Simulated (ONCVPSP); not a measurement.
germanium: from the effect back to the setting (ONCV)

Base potential:

ONCVPSP 4.0.1 input, shortened (lines: element, Z, core and valence counts, functional; n l f; lmax; l rc ep ncon nbas qcut; lloc lpopt rc5 dvloc0; l nproj debl; icmod fcfact rcfact), BLYP, fully relativistic:

```
  Ge 32.00    6    2  -106131      upf
    1    0    2.00
    2    0    2.00
    2    1    6.00
    3    0    2.00
    3    1    6.00
    3    2   10.00
    4    0    1.50
    4    1    2.50
    1
    0    1.75    0.00    4    9    3.30
    1    2.15    0.00    4    9    3.50
    4    5    1.35    0.00
    0    2    2.50
    1    2    2.70
    0    0.00    0.00
```

Open shells are filled in proportion to 2j + 1.

Cutoffs, loose and tight: the cutoffs (Ha) at which the residual kinetic energy of the hardest occupied pseudo-wave falls to 1 and 0.1 mHa per electron. They do not see the model core or the augmentation charge, which bear on the density cutoff. Test errors are all-electron minus pseudo excitation energies from the reference, over the configurations 4s2 4p2; 4s2 4p1; 4s2 4p0; 4s1 4p0; variants that change the core or the reference have their own tests.

Only the qcut of the s channel is moved (1 further runs of the sweep failed or gave no value and are left out):

```
qcut of the s channel (1/bohr)  cutoff, loose  cutoff, tight  bound ghosts  largest test error (meV)
                           2.1          67 Ha          80 Ha          none                      +324
                           2.6          64 Ha          78 Ha          none                      +318
                           3.5          18 Ha          71 Ha          none                      +313
                           3.9         8.9 Ha          62 Ha          none                      +316
                           4.4         8.5 Ha          19 Ha          none                      +318
```

Task: One more run gave cutoff, loose: 49 Ha; cutoff, tight: 76 Ha; bound ghosts: none; largest test error (meV): +316. Which value of the qcut of the s channel was used?

Result: 2.9 1/bohr. The loose cutoff moves one way along this sweep, from 67 Ha at 2.1 to 8.5 Ha at 4.4 1/bohr, which places the run between 2.6 and 3.5 1/bohr.
